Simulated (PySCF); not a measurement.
Write a Z-matrix for 5-hexen-2-one, `C=CCCC(C)=O` as optimised with PBE0-D3(BJ)/def2-SVP.

Z-matrix in Å and degrees, rows numbered from 1:
```
C 
C   1  1.3336
C   2  1.4948  1  125.15
C   3  1.5222  2  112.68  1  -117.97
C   4  1.5150  3  113.31  2  -178.57
C   5  1.5095  4  116.60  3  -177.48
O   5  1.2075  4  121.52  3     2.58
H   1  1.0952  2  121.24  3    -0.72
H   1  1.0931  2  121.66  3   179.75
H   2  1.0986  1  118.74  3  -179.30
H   3  1.1034  2  110.11  1   121.09
H   3  1.1009  2  110.47  1     4.69
H   4  1.1058  3  111.23  2   -57.01
H   4  1.1047  3  110.96  2    59.09
H   6  1.1015  5  110.35  4    59.53
H   6  1.1015  5  110.44  4   -58.37
H   6  1.0970  5  109.74  4  -179.47
```

The C–C distances run from 1.334 Å (C1=C2, drawn double) to 1.522 Å (C3–C4, drawn single), a spread of 0.188 Å. Of the pairs four or more bonds apart, O7···H11 is among the closest relative to their van der Waals radii: 2.66 Å, 98 % of the sum of Bondi's values.

Level of theory: PBE0-D3(BJ)/def2-SVP geometry optimisation, gas phase in PySCF.

Point group: C1 (no symmetry element, even within 0.4 Å). Not checked by PBE0-D3(BJ)/def2-SVP frequencies. The numbers are those of one conformer (C1–C2–C3–C4 -118°, C2–C3–C4–C5 -179°, C3–C4–C5–C6 -177°).
